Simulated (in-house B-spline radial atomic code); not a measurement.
Configurations of N3+, with energies counted from [He] 2s2. All numbers are computed (Dirac-Hartree-Fock, average of configuration; Fermi nucleus of rms radius 2.5582 fm) with an all-electron radial atomic-structure program (B-spline basis), not measured. Energies include first-order Breit, QED and recoil terms.

| configuration | E - E(ref) (eV) | highest orbital | its <r> (bohr) |
| --- | --- | --- | --- |
| [He] 2s1 (3p1/2)1 | 48.347 | 3p1/2 | 2.828 |
| [He] 2s1 (5p3/2)1 | 65.818 | 5p3/2 | 8.634 |
| [He] 2s1 (5g9/2)1 | 66.309 | 5g9/2 | 6.874 |
| [He] 2s1 (6p1/2)1 | 68.689 | 6p1/2 | 12.66 |
| [He] 2s1 (6d5/2)1 | 68.892 | 6d5/2 | 12.57 |
| [He] 2s1 (6g7/2)1 | 68.97 | 6g7/2 | 11 |

Order these further configurations by energy, lowest first.
A. [He] 2s1 (6f5/2)1
B. [He] 2s1 (4f7/2)1
C. [He] 2s1 (5f7/2)1
D. [He] 2s1 (4d5/2)1
E. [He] 2s1 (5d3/2)1

D (61.154 eV), B (61.396 eV), E (66.175 eV), C (66.298 eV), A (68.962 eV).

How far above the reference does [He] 2s1 (3d3/2)1 lie?

50.258 eV; its least bound orbital is 3d3/2 with <r> = 2.528 bohr.
